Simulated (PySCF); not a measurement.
# Correlation energy of C (carbon, neutral)

[He] 2s1 2p2 3s1, high-spin 5P determinant (an excited configuration). Calculation: PySCF 2.14, in dyall-acv3z (15s9p4d2f, 76 functions); the non-relativistic Hamiltonian (point nucleus). Frozen: 1s2; 4 electrons correlated; the 19 highest virtual orbitals of each spin left out.

| level | correlation energy (mhartree) |
| --- | --- |
| CCSD | -21.64 |
| (T) | -0.19 |
| CCSD(T) | -21.83 |

Diagnostics: T1 = 0.0074, D1 = 0.0188, largest double amplitude 0.030.

Problem. Is a single reference adequate?

Solution. Yes: T1 lies below 0.03 and no double amplitude reaches 0.07.
